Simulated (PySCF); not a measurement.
# Working out the ionisation energy of Sn+

Sn+ [Kr] 4d10 5s2 5p1 (2P) → Sn(2+) [Kr] 4d10 5s2 (1S). Calculation: PySCF 2.14, in aug-cc-pVTZ-DK3 (8s7p5d2f, 68 functions); the spin-free X2C one-electron Hamiltonian (Gaussian nucleus). Frozen: [Kr] 4d10. Energies in hartree (1 hartree = 27.21139 eV):

```
             part   Sn+ (lower)  Sn(2+) (upper)
              UHF  -6173.270647    -6172.765653
MP2 opposite-spin     -0.029914       -0.024596
    MP2 same-spin     -0.002230        0.000000
```

Question: What does Hartree-Fock give?

Answer: (-6172.765653) − (-6173.270647) = 0.504994 hartree = 13.742 eV.

Question: What do MP2 and SCS-MP2 (6/5 opposite-spin, 1/3 same-spin) give?

Answer: The opposite-spin parts differ by 0.145 eV and the same-spin parts by 0.061 eV. MP2: 13.742 + (0.145) + (0.061) = 13.948 eV. SCS-MP2: 13.742 + 1.2 × (0.145) + (0.061)/3 = 13.936 eV.

Measured between the centres of the two terms (NIST): 14.282 eV, so MP2 (valence) is off by -0.334 eV.

What remains against the reference includes basis incompleteness, the frozen core and correlation beyond second order.
